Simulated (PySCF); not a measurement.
OSi, charge -1, doublet, at a GFN2-xTB geometry (a state made from the parent by changing its charge; the spin is typed, not shown lowest) (in this run its highest filled SCF level lies above zero, so its values depend strongly on the basis, on diffuse functions most of all); PySCF with DF-CAMB3LYP/def2-TZVP.

The PySCF input:
```python
from pyscf import gto, scf, dft

mol = gto.Mole()
mol.atom = '''
    Si   -0.000000   -0.000000   -0.575981
    O     0.000000    0.000000    1.007967
'''
mol.basis = 'def2-tzvp'
mol.charge = -1
mol.spin = 1
mol.verbose = 4
mol.build()

mf = dft.UKS(mol)
mf.xc = 'camb3lyp'
mf = mf.density_fit(auxbasis='def2-universal-jkfit')
mf.kernel()
```

Q: What does PySCF print? Leave out banner, timings and long lists.

A: 
```
PySCF version 2.14.0

[INPUT] verbose = 4
[INPUT] num. atoms = 2
[INPUT] num. electrons = 23
[INPUT] charge = -1
[INPUT] spin (= nelec alpha-beta = 2S) = 1
[INPUT] symmetry False subgroup None
[INPUT] Mole.unit = angstrom
[INPUT] Symbol           X                Y                Z      unit          X                Y                Z       unit  Magmom
[INPUT]  1 Si     0.000000000000   0.000000000000  -0.575981000000 AA    0.000000000000   0.000000000000  -1.088446342953 Bohr   0.0
[INPUT]  2 O      0.000000000000   0.000000000000   1.007967000000 AA    0.000000000000   0.000000000000   1.904781572599 Bohr   0.0

nuclear repulsion = 37.4177988311738
number of shells = 24
number of NR pGTOs = 109
number of NR cGTOs = 68
basis = def2-tzvp
ecp = {}

******** <class 'pyscf.df.df_jk.DFUKS'> ********
method = DFUKS
initial guess = minao
damping factor = 0
level_shift factor = 0
DIIS = <class 'pyscf.scf.diis.CDIIS'>
diis_start_cycle = 1
diis_space = 8
diis_damp = 0
SCF conv_tol = 1e-09
SCF conv_tol_grad = None
SCF max_cycles = 50
direct_scf = False
number electrons alpha = 12  beta = 11
XC library pyscf.dft.libxc version 7.1.2
    S. Lehtola, C. Steigemann, M. J. T. Oliveira, and M. A. L. Marques,  SoftwareX 7, 1–5 (2018)
XC functionals = camb3lyp
    T. Yanai, D. P. Tew, and N. C. Handy,  Chem. Phys. Lett. 393, 51 (2004)
radial grids:
    Treutler-Ahlrichs [JCP 102, 346 (1995); DOI:10.1063/1.469408] (M4) radial grids

becke partition: Becke, JCP 88, 2547 (1988); DOI:10.1063/1.454033
pruning grids: <function nwchem_prune>
grids dens level: 3
symmetrized grids: False
atomic radii adjust function: <function treutler_atomic_radii_adjust>
small_rho_cutoff = 0
Set gradient conv threshold to 3.16228e-05
tot grids = 33264
******** <class 'pyscf.df.df.DF'> ********
auxbasis = def2-universal-jkfit
Create RSH-DF object <pyscf.df.df.DF object> for omega=0.33
******** <class 'pyscf.df.df.DF'> ********
auxbasis = auxmol.basis = def2-universal-jkfit
init E= -364.579935127641

cycle= 1 E= -364.486572408368  delta_E= 0.0934  |g|= 0.769  |ddm|= 0.978
cycle= 2 E= -362.99206317834  delta_E= 1.49  |g|= 1.87  |ddm|= 1.62
cycle= 3 E= -364.736824902486  delta_E= -1.74  |g|= 0.0819  |ddm|= 1.26
cycle= 4 E= -364.741854593099  delta_E= -0.00503  |g|= 0.0275  |ddm|= 0.131
cycle= 5 E= -364.742212883226  delta_E= -0.000358  |g|= 0.00968  |ddm|= 0.0336
cycle= 6 E= -364.742252760386  delta_E= -3.99e-05  |g|= 0.00284  |ddm|= 0.00764
cycle= 7 E= -364.742258460008  delta_E= -5.7e-06  |g|= 0.000518  |ddm|= 0.0033
cycle= 8 E= -364.742259167865  delta_E= -7.08e-07  |g|= 0.00023  |ddm|= 0.00122
cycle= 9 E= -364.742259406756  delta_E= -2.39e-07  |g|= 9.44e-05  |ddm|= 0.000759
cycle= 10 E= -364.742259456093  delta_E= -4.93e-08  |g|= 3.54e-05  |ddm|= 0.000383
cycle= 11 E= -364.742259462293  delta_E= -6.2e-09  |g|= 1.13e-05  |ddm|= 0.000155
cycle= 12 E= -364.742259462728  delta_E= -4.35e-10  |g|= 4.09e-06  |ddm|= 3.92e-05
Extra cycle  E= -364.742259462763  delta_E= -3.56e-11  |g|= 3.67e-06  |ddm|= 8.99e-06
converged SCF energy = -364.742259462763  <S^2> = 0.75607075  2S+1 = 2.0060616
```
